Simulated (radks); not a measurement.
These are the eigenvalues of the occupied orbitals of an atom or ion with whole-number occupations (hartree). Calculated with a radial shooting solver on a logarithmic mesh with Libxc functionals: scalar-relativistic Kohn-Sham, PBE, spin-unpolarised, spherical densities, finite nucleus; Fermi nuclear charge, rms radius of each element as measured or else 0.836 A^(1/3) + 0.57 fm.

| orbital | eigenvalue |
|---|---|
| 1s | -352.4253 |
| 2s | -44.95802 |
| 2p | -39.28548 |
| 3s | -7.03995 |
| 3p | -5.33942 |
| 3d | -2.57764 |
| 6f | -0.20958 |

Which element is it, and in what charge state? The configuration may be excited.

Answer. Z = 30, zinc, charge +3: Zn3+ in [Ar] 3d8 6f1. The list shows which subshells hold electrons but not how many an open one holds; the 1s level, -352.43 hartree, gives Z - s = 26.5 by -(Z - s)^2/2, which with screening and relativity narrows Z to a few neighbours, and the depths of the outer levels then fix element, charge and occupations together.
